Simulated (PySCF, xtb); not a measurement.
Mo(OH)2 (H2MoO2), SMILES [OH][Mo][OH] (connectivity only; charge and spin as stated), neutral, multiplicity 3. Other conformers were not sampled.

Harmonic wavenumbers (cm⁻¹) from GFN2-xTB run with xtb at its own minimum, in rising order: 275, 300, 453, 483, 495, 619, 691, 3378, 3426.

### Question
What does B3LYP-D3(BJ)/def2-TZVP in PySCF 2.14.0 give at its own minimum? (Estimate from the structure and the level; the computed values follow.)

### Answer
81, 482, 511, 540, 555, 748, 774, 3871, 3876. Paired by order, the mean absolute difference is 190 cm⁻¹ and the zero-point energies are 14.5 and 16.4 kcal/mol.
